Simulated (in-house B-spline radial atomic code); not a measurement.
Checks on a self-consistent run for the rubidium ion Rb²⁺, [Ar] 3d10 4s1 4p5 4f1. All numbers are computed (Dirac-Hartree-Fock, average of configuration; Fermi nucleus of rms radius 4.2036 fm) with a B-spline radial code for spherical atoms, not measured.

| orbital | q | ε (Eh) | <1/r> | <r²> | small-component weight |
| --- | --- | --- | --- | --- | --- |
| 1s1/2 | 2 | -563.33155 | 37.8808 | 0.00218601 | 0.018065 |
| 2s1/2 | 2 | -78.67844 | 8.53043 | 0.0370361 | 0.0036344 |
| 2p1/2 | 2 | -71.20060 | 8.46644 | 0.0284745 | 0.0036035 |
| 2p3/2 | 4 | -68.94814 | 8.15906 | 0.0298749 | 0.0035115 |
| 3s1/2 | 2 | -13.71204 | 2.83221 | 0.295661 | 0.00090185 |
| 3p1/2 | 2 | -10.98045 | 2.71665 | 0.302677 | 0.00084776 |
| 3p3/2 | 4 | -10.62664 | 2.64611 | 0.314142 | 0.00082489 |
| 3d3/2 | 4 | -5.83980 | 2.40777 | 0.327517 | 0.00070387 |
| 3d5/2 | 6 | -5.77964 | 2.38896 | 0.331932 | 0.00069684 |
| 4s1/2 | 1 | -2.58498 | 0.94803 | 2.20601 | 0.00016193 |
| 4p1/2 | 1.6667 | -1.76716 | 0.83601 | 2.79347 | 0.00013077 |
| 4p3/2 | 3.3333 | -1.72591 | 0.819601 | 2.88619 | 0.00012711 |
| 4f5/2 | 0.42857 | -0.28691 | 0.199597 | 36.8925 | 8.5536e-06 |
| 4f7/2 | 0.57143 | -0.28697 | 0.199695 | 36.8656 | 8.5627e-06 |

Electron-electron repulsion V_ee = 1113.0890 hartree.

What total energy follows from the eigenvalues?

The eigenvalues count the repulsion twice, so E = Σqε - V_ee = -1863.712 - 1113.089 = -2976.802 hartree; the run printed -2976.802.

Does the Dirac virial theorem hold?

For a point nucleus E = -2c²Σq·w, with w the small-component weight. Here Σq·w = 0.079258 and c = 137.0360, so the ratio E/(-2c²Σq·w) is 1.000018; the finite nucleus accounts for the departure from 1.

What diamagnetic shielding (Lamb formula) and susceptibility (Langevin formula) do the radii give?

σ = (α²/3)Σq<1/r> = 193.312/(3·137.036²) = 3431.4 ppm, and χ = -0.79199×10⁻⁶·Σq<r²> = -47.02×10⁻⁶ cm³/mol with Σq<r²> = 59.369 bohr². Both are non-relativistic formulas without the paramagnetism of open shells.
